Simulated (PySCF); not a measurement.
Computed IR spectrum (relative IR intensity) of a molecule C₄H₈S. The structure is a stationary point at ωB97X-D3(BJ)/def2-SVP. One conformer was computed; it need not be the lowest. Level of theory: ωB97X-D3(BJ)/def2-SVP (PySCF). Frequencies are harmonic and unscaled.

```csv
ν (cm⁻¹),relative intensity
101,4.7
510,2.8
746,2.4
766,5.9
930,4.9
1005,7.4
1124,3.5
1219,32
1418,13
1467,4.3
1476,19
1480,7.7
1490,13
3057,40
3090,100
3092,27
3102,20
3151,40
3154,40
3166,69
```

Which molecule gave these data?
A) SC1CCC1
B) CC1CSC1
C) C[C@H]1CCS1
D) C1CCSC1

B, CC1CSC1
